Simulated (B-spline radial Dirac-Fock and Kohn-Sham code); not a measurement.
# Satellites and hypersatellites of the K lines of Tc⁴⁺

System: Tc⁴⁺, [Kr] 4d3.

Input of the calculation (task.json; shells as n, l, electrons):

```json
{"items": [{
  "Z": 43,
  "q": 4,
  "cfg": [[1, 0, 2], [2, 0, 2], [2, 1, 6], [3, 0, 2], [3, 1, 6], [3, 2, 10], [4, 0, 2], [4, 1, 6], [4, 2, 3]],
  "A": 97,
  "rrms": 4.4112,
  "do": ["binding", "quiet", "double"]
}]}
```

Launch: `python xray_run.py task.json out`

Method: relaxed Dirac-Fock hole states (ΔSCF) with Breit and QED corrections and a finite nucleus. Computed with a radial finite-basis atomic code. Each two-hole energy is an average over J within one jj subconfiguration, not an observable level; in light atoms, where LS coupling holds, the j-resolved values are not observed lines, and for a K spectator the Kα1 hypersatellite is nearly forbidden. No correlation.

Lines without a spectator: Kα2 (K-L2) 18248.7 eV, Kα1 (K-L3) 18365.2 eV, Kβ3 (K-M2) 20594.7 eV, Kβ1 (K-M3) 20614.7 eV. Shifts in eV with one spectator hole (a dash: not computed, or left out as unreliable):

```
spectator hole     Kα2     Kα1     Kβ3     Kβ1
        K (1s)  +480.3  +491.3  +609.8  +612.1
    L2 (2p1/2)   +50.7   +63.2       –  +136.8
    L3 (2p3/2)   +52.2   +51.5  +124.9       –
    M2 (3p1/2)       –   +6.38  +15.14  +18.59
    M3 (3p3/2)   +5.02       –  +16.36  +15.78
    M4 (3d3/2)   +0.44   -1.66       –       –
    M5 (3d5/2)   -1.97   -0.50       –       –
```

With n spectator holes in 2p, averaged over the 2p shell (energies in eV):

| n | KαLⁿ | step | hypersatellite KαʰLⁿ |
| --- | --- | --- | --- |
| 0 | 18326.4 | – | 18814.0 |
| 1 | 18381.1 | +54.8 | 18870.1 |
| 2 | 18437.1 | +56.0 | 18927.5 |
| 3 | 18494.3 | +57.2 | 18986.0 |
| 4 | 18552.7 | +58.4 | 19045.9 |
| 5 | 18612.4 | +59.7 | 19106.9 |
